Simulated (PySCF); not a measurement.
Stretching TaN

Set-up: Ta def2-TZVPP with ECP60, N def2-TZVPP; scalar-relativistic core potentials (PySCF 2.14). Energies in eV from Ta (5d3 6s2) + N in their ground configurations at the same level. State: ¹Σ⁺ (singlet), closed shell.

Curves on a restricted Hartree–Fock reference rise too fast on stretching and do not dissociate correctly.

```json
{"R (Å)": "1.499", "RHF-CCSD(T)": "-4.902"}
{"R (Å)": "1.566", "RHF-CCSD(T)": "-5.791"}
{"R (Å)": "1.616", "RHF-CCSD(T)": "-6.162"}
{"R (Å)": "1.666", "RHF-CCSD(T)": "-6.333"}
{"R (Å)": "1.716", "RHF-CCSD(T)": "-6.347"}
{"R (Å)": "1.783", "RHF-CCSD(T)": "-6.179"}
{"R (Å)": "1.866", "RHF-CCSD(T)": "-5.759"}
{"R (Å)": "1.966", "RHF-CCSD(T)": "-5.069"}
```

Q: Put a parabola through the three lowest points of the RHF-CCSD(T) curve and estimate Re, k and ωe (reduced mass 13.0 u; 1 eV/Å² = 0.16022 mdyn/Å; ωe = 1302.8·√(k/μ) cm⁻¹).

A: Through R = 1.666, 1.716, 1.783 Å the second-order coefficient is 23.8 eV/Å², so Re ≈ 1.697 Å, k ≈ 7.63 mdyn/Å and ωe ≈ 998 cm⁻¹. A polynomial fit of higher order to the unrounded RHF-CCSD(T) energies gives Re = 1.696 Å, k = 8.70 mdyn/Å, ωe = 1066 cm⁻¹; anharmonicity and rounding make the difference.

The higher-order fit for each curve: RHF-CCSD(T): Re = 1.696 Å, ωe = 1066 cm⁻¹, De = 6.36 eV.

Correlated steps freeze 1 core orbital. Spin–orbit coupling is left out, which matters for elements this heavy, above all for dissociation energies. Where the molecule has an RHF reference, its open-shell atoms are computed with UHF. The CCSD T1 diagnostic is raised, a sign that a single reference may not be enough here.
